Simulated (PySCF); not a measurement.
Job file and geometry (Å, from GFN2-xTB) of an NMR shielding run on SMILES S(C)C(F)([SiH3])[SiH3], C2H9FSSi2, GIAO PBE0/pcSseg-1 NMR shielding, non-relativistic, gas phase (PySCF); density fitting, a coarse starting grid and PySCF grid level 2 are the driver's defaults:

```
$ OMP_NUM_THREADS=1 python probes_run.py task.json out

{"job": {"kind": "nmr", "xc": "PBE0", "basis": "pcSseg-1"}, "charge": 0, "multiplicity": 1}
C      2.362553     0.541839    -0.102986
S      1.179242    -0.585792    -0.902468
C     -0.285167    -0.430215     0.177014
F      0.082962    -0.869620     1.462681
Si    -1.570451    -1.708914    -0.480711
Si    -0.889005     1.388426     0.350155
H      2.096177     1.574528    -0.310229
H      2.367541     0.344759     0.964778
H      3.334158     0.309829    -0.528009
H     -2.652648    -1.717392     0.502089
H     -2.016811    -1.232575    -1.786075
H     -0.914455    -3.009266    -0.556208
H      0.027302     2.105363     1.235536
H     -0.905183     1.955113    -0.995051
H     -2.220629     1.341907     0.947571
```

Q: What does the program print?

A: 
```
coarse grid: 13712 points
cycle   1  E = -1157.8910206144  dE =  2.286e-01  |g| = 4.648e-01  |ddm| = 3.447e+00
cycle   2  E = -1157.8524802821  dE =  3.854e-02  |g| = 6.977e-01  |ddm| = 7.748e-01
cycle   3  E = -1157.9299444800  dE = -7.746e-02  |g| = 6.234e-02  |ddm| = 4.626e-01
cycle   4  E = -1157.9307025917  dE = -7.581e-04  |g| = 2.282e-02  |ddm| = 8.574e-02
cycle   5  E = -1157.9308298907  dE = -1.273e-04  |g| = 5.601e-03  |ddm| = 2.961e-02
cycle   6  E = -1157.9308361806  dE = -6.290e-06  |g| = 2.156e-03  |ddm| = 7.808e-03
final grid: 117968 points
cycle   7  E = -1157.9744171844  dE = -1.657e-05  |g| = 9.858e-03  |ddm| = 2.321e-02
cycle   8  E = -1157.9743912372  dE =  2.595e-05  |g| = 1.428e-02  |ddm| = 2.105e-02
cycle   9  E = -1157.9744404092  dE = -4.917e-05  |g| = 1.070e-03  |ddm| = 1.293e-02
cycle  10  E = -1157.9744406528  dE = -2.436e-07  |g| = 3.080e-04  |ddm| = 1.124e-03
cycle  11  E = -1157.9744406756  dE = -2.278e-08  |g| = 6.102e-05  |ddm| = 3.104e-04
cycle  12  E = -1157.9744406764  dE = -8.279e-10  |g| = 2.269e-05  |ddm| = 8.842e-05
converged SCF energy = -1157.9744406764

GIAO shielding tensors (ppm)
atom      isotropic    diamagn.    paramagn.     s11        s22        s33       span
  0 C      169.734     252.454     -82.720    154.129    169.240    185.833     31.704
  1 S      449.702    1058.058    -608.357    254.783    390.392    703.931    449.147
  2 C       88.324     254.058    -165.734     42.134     59.718    163.120    120.986
  3 F      398.064     477.765     -79.701    318.028    410.851    465.312    147.284
  4 Si     411.816     879.857    -468.041    364.824    411.468    459.155     94.330
  5 Si     415.346     880.517    -465.171    380.074    403.690    462.274     82.200
  6 H       29.161      30.883      -1.722     23.938     27.771     35.773     11.835
  7 H       28.902      31.239      -2.337     23.501     28.273     34.933     11.433
  8 H       29.759      29.273       0.486     24.393     26.784     38.099     13.707
  9 H       27.475      29.056      -1.581     23.864     25.913     32.647      8.783
 10 H       27.679      28.925      -1.246     24.211     25.970     32.856      8.644
 11 H       27.554      28.820      -1.266     23.651     26.550     32.463      8.812
 12 H       27.199      30.006      -2.807     23.574     26.821     31.203      7.630
 13 H       27.648      29.644      -1.996     24.161     26.034     32.751      8.591
 14 H       27.503      29.639      -2.135     23.771     26.091     32.648      8.877
```

Q: Turn these shieldings into chemical shifts. Referencing at the same level of theory: 13C (186.93 ppm), 29Si (349.16 ppm), 1H (31.72 ppm) vs TMS; 33S (503.73 ppm) vs CS2; CFCl3 for 19F (170.95 ppm).

A: Averaging equivalent atoms: C 2: 98.6; C 0: 17.2; S 1: 54; F 3: -227.1; Si 4/5: -64.4; H 9/10/11/12/13/14: 4.21; H 6/7/8: 2.44 ppm. Unscaled 19F shifts against computed CFCl3 carry errors that often reach 10 to 50 ppm.

Size and cost of the density-fitted run: 168 basis functions, 26 s wall time on 1 thread of an Arm Neoverse V1, shared host; peak memory 0.73 GiB.
